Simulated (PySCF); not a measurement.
H3NOSi, SMILES N[Si]O (connectivity only; charge and spin as stated), neutral, multiplicity 1. Heavy atoms are numbered as in [Si:1]([OH:2])[NH2:4]. Hydrogens are named by the atom that carries them.

Geometry: r2SCAN-D4/def2-TZVP. One conformer was computed; it need not be the lowest.

Calculation: r2SCAN/def2-TZVPD (PySCF).

Mulliken values depend strongly on the basis, most of all with diffuse functions as here. ESP charges are fitted to the potential on shells at 1.4 to 2.0 van der Waals radii. Atomic charges (e), one atom of each kind:

```json
[
 {"atom": "Si1", "ESP fit": "0.08", "IAO": "0.70", "Mulliken": "0.15"},
 {"atom": "O2 (OH)", "ESP fit": "-0.49", "IAO": "-0.77", "Mulliken": "-0.42"},
 {"atom": "H on O2", "ESP fit": "0.41", "IAO": "0.35", "Mulliken": "0.28"},
 {"atom": "N4 (NH2)", "ESP fit": "-0.58", "IAO": "-0.82", "Mulliken": "-0.37"},
 {"atom": "H on N4", "ESP fit": "0.28", "IAO": "0.26", "Mulliken": "0.18"}
]
```
